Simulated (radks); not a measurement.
Fractional charge and spin in the 4s shell of zinc: the spin-up occupation runs from 0 to 1 and the spin-down occupation from 0 to 1; the fullest corner is Zn, [Ar] 3d10 4s(up 1, down 1). Calculated with a radial shooting solver on a logarithmic mesh with Libxc functionals: scalar-relativistic Kohn-Sham, PBE, spin-polarised, spherical densities, finite nucleus; Fermi nuclear charge, rms radius of each element as measured or else 0.836 A^(1/3) + 0.57 fm. Energy (eV) above the fullest corner. The planes named below are the two flat planes that join the four corners, with an edge along up + down = one added electron.

| down \ up | 0 | 0.25 | 0.5 | 0.75 | 1 |
|---|---|---|---|---|---|
| 0 | 28.331 | 22.844 | 17.898 | 13.485 | 9.596 |
| 0.25 | 22.844 | 17.979 | 13.639 | 9.816 | 6.499 |
| 0.5 | 17.898 | 13.639 | 9.889 | 6.637 | 3.875 |
| 0.75 | 13.485 | 9.816 | 6.637 | 3.941 | 1.714 |
| 1 | 9.596 | 6.499 | 3.875 | 1.714 | 0.000 |

Corners above the fullest one (they belong to Zn+ and the next ion): (up 1, down 0) 9.596 eV, (up 0, down 1) 9.596 eV, (up 0, down 0) 28.331 eV. With half an added electron in each spin the energy lies 0.292 eV from the planes (fractional-spin error, the static-correlation error of a stretched bond), and with half an added electron in spin up alone -1.066 eV (fractional-charge error). For a frontier s shell over closed shells the exact functional lies on the planes.
